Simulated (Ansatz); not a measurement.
A nudged elastic band was laid between two geometries of Cl3HSi + ClH (7 atoms, charge 0, multiplicity 1).

The calculation used RKS PBE-D4/def2-SVP (Ansatz 0.2.0).

```json
{"movable images": "9", "climbing image": "yes", "spring": "5.0 eV/Å²", "optimiser": "quadratic models (default)", "start path": "through a guess of the saddle point", "force threshold": "0.05 eV/Å", "iteration limit": "60", "end points": "relaxed"}
```

Initial state:

```xyz
7
Properties=species:S:1:pos:R:3
Si 0.364 0.000 -0.283
H 0.327 0.000 1.204
Cl 2.334 0.000 -0.899
Cl -0.561 1.684 -1.024
Cl -0.561 -1.684 -1.024
Cl -2.825 0.000 1.573
H -2.335 0.000 2.775
```

Final state:

```xyz
7
Properties=species:S:1:pos:R:3
Si -0.440 0.000 -0.894
H -0.492 0.000 3.007
Cl 1.194 0.000 0.349
Cl -0.401 1.675 -2.076
Cl -0.401 -1.675 -2.076
Cl -2.152 0.000 0.237
H -0.567 0.000 3.773
```

(1) What changes between the two ends?

(2) Give the energies along the band, and the barrier.

(3) What is the geometry of the highest image?

(4) What are the harmonic wavenumbers there?

## Answers

(1) Bonds broken: Si1–H2, Cl6–H7. Bonds formed: Si1–Cl6, H2–H7. Cl3HSi + ClH becomes Cl4Si + H2.

(2) The run converged. The highest image is number 4 of 0 to 10, 1.48 eV above the first end and 2.18 eV above the last; the last end lies 0.70 eV below the first. A vibrational analysis at the climbing image gives one clearly imaginary mode, 783i cm⁻¹: a first-order saddle point. The orbitals stay closed-shell, which can raise the energy where a bond breaks towards radicals; this wasn't checked here.

```
image  path coordinate (Å)  energy (eV)  Si1–H2 (Å)  Cl6–H7 (Å)  Si1–Cl6 (Å)
    0                 0.00         0.00        1.49        1.30         3.69
    1                 0.65         0.02        1.49        1.30         3.69
    2                 1.30         0.08        1.50        1.30         3.49
    3                 1.95         0.56        1.53        1.35         2.91
    4                 2.60         1.48        1.70        1.66         2.42
    5                 3.21         0.82        2.13        2.06         2.17
    6                 3.82         0.13        2.63        2.28         2.09
    7                 4.43        -0.38        3.09        2.46         2.06
    8                 5.04        -0.62        3.58        2.74         2.05
    9                 5.65        -0.68        3.80        3.32         2.05
   10                 6.26        -0.70        3.90        3.88         2.05
```

(3) 
```xyz
7
Properties=species:S:1:pos:R:3
Si -0.315 0.000 -0.039
H 0.100 0.000 1.610
Cl 1.785 0.000 -0.210
Cl -0.785 1.774 -0.970
Cl -0.785 -1.774 -0.970
Cl -2.410 0.000 1.166
H -0.847 0.000 1.733
```

(4) 783i, 55, 105, 176, 214, 252, 265, 381, 465, 580, 632, 954, 1008, 1489, 2207 cm⁻¹.

The run took 2.9 min on 2 threads of Intel(R) Xeon(R) Platinum 8488C (Sapphire Rapids), with other jobs on the host, peak memory 0.22 GiB.
